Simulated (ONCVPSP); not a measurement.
# Transferability test, ONCV potential for potassium

ONCVPSP 4.0.1 input, shortened (lines: element, Z, core and valence counts, functional; n l f; lmax; l rc ep ncon nbas qcut; lloc lpopt rc5 dvloc0; l nproj debl; icmod fcfact rcfact), PBEsol, scalar-relativistic:

```
  K 19.00    3    2  -116133      upf
    1    0    2.00
    2    0    2.00
    2    1    6.00
    3    0    2.00
    3    1    6.00
    2
    0    1.40    0.00    4    7    5.00
    1    1.55    0.00    3    6    7.40
    2    1.70    0.12    3    6    6.00
    4    5    1.35    0.00
    0    2    1.50
    1    2    3.00
    2    1    1.40
    3    1.50    1.75
```

In the s channel the program set the typed energies aside and used -1.519, 0.250 Ha. In the d channel the program set the typed energies aside and used 0.050 Ha.

Energies are relative to the spin-unpolarised reference configuration 3s2 3p6; without spin polarisation the order of configurations can differ from experiment.

```
valence configuration  charge  ΔE all-electron (eV)  error AE − PS (meV)
        3s2 3p6 4s0.5    +0.5                -2.596                  0.0
          3s2 3p6 4p1       0                -2.700                 +0.1
```

**Question.** What are ΔE and the potential's error for 3s2 3p6 4s1?

**Answer.** ΔE = -4.217 eV all-electron; the error (AE − PS) is +0.1 meV.

**Question.** What are ΔE and the potential's error for 3s2 3p5 4s1?

**Answer.** ΔE = 20.679 eV all-electron; the error (AE − PS) is +0.5 meV.

Levels in the configuration 3s2 3p5 4s1:

```tsv
level	all-electron (eV)	pseudo (eV)
3s	-48.341	-48.344
3p	-31.366	-31.357
4s	-8.587	-8.587
```
